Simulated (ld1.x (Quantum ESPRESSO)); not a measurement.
# Logarithmic derivatives: Sb (Z = 51), RRKJ

- Element: antimony
- Generator: ld1.x (Quantum ESPRESSO) 7.5
- Type: norm-conserving RRKJ (Kleinman–Bylander form)
- Functional: LDA (PZ)
- Relativity: scalar-relativistic
- Frozen core: [Kr]
- Valence charge: 15
- Reference configuration: 4d10 5s2 5p3
- Partial waves: 5p (bound): rc 1.70 bohr; 4d (bound): rc 1.20 bohr; 5s (bound): rc 1.50 bohr
- Local potential: the s channel
- Core correction: none
- rho0: 0.001

The phase is arctan(r·u′/u) with u = r·R(r), unwrapped; energies in Ry, scanned from -4 to 5 Ry. A pole is an energy at which the radial function vanishes at the test radius. The pseudo phase is shifted by a multiple of π to meet the all-electron one at the reference energy, and phase errors are pseudo minus all-electron; the curves can meet again beyond the range given. Levels narrower than the energy grid can be missing from the lists of poles.

```
channel  radius (bohr)  reference energy (Ry)  poles, all-electron  poles, pseudo  unbroken range about the reference energy with phases within 0.05 rad  phase error 1 Ry above the reference energy (rad)
      s           1.84                  -0.96                 4.81           1.97                                                              below 0.3                                             -0.038
      p           1.84                  -0.37                 none           none                                                        the whole range                                             -0.009
      d           1.84                  -2.47                -1.94          -1.92                                                              below 0.6                                             +0.012
```

Note: ghost state, extra bound levels that the all-electron valence spectrum of the same l lacks: p at -726.6 eV. A true bound ghost makes a file unfit for plane-wave use.

Phases in the d channel:

| E (Ry) | all-electron | pseudo |
| --- | --- | --- |
| -4.00 | 1.181 | 1.193 |
| -3.76 | 1.134 | 1.148 |
| -3.52 | 1.061 | 1.077 |
| -3.28 | 0.929 | 0.950 |
| -3.04 | 0.631 | 0.661 |
| -2.80 | -0.163 | -0.136 |
| -2.56 | -1.034 | -1.033 |
| -2.32 | -1.373 | -1.372 |
| -2.08 | -1.520 | -1.515 |
| -1.84 | -1.601 | -1.593 |
| -1.60 | -1.654 | -1.644 |
| -1.36 | -1.692 | -1.680 |
| -1.12 | -1.723 | -1.708 |
| -0.88 | -1.749 | -1.731 |
| -0.64 | -1.773 | -1.751 |
| -0.40 | -1.795 | -1.769 |
| -0.16 | -1.817 | -1.786 |
| 0.08 | -1.838 | -1.803 |
| 0.32 | -1.861 | -1.819 |
| 0.56 | -1.884 | -1.836 |
| 0.80 | -1.910 | -1.853 |
| 1.04 | -1.938 | -1.871 |
| 1.28 | -1.970 | -1.889 |
| 1.52 | -2.006 | -1.910 |
| 1.76 | -2.049 | -1.931 |
| 2.00 | -2.099 | -1.955 |
| 2.24 | -2.161 | -1.982 |
| 2.48 | -2.236 | -2.012 |
| 2.72 | -2.331 | -2.045 |
| 2.96 | -2.453 | -2.084 |
| 3.20 | -2.608 | -2.129 |
| 3.44 | -2.805 | -2.181 |
| 3.68 | -3.041 | -2.243 |
| 3.92 | -3.297 | -2.317 |
| 4.16 | -3.545 | -2.407 |
| 4.40 | -3.758 | -2.515 |
| 4.64 | -3.930 | -2.646 |
| 4.88 | -4.064 | -2.802 |
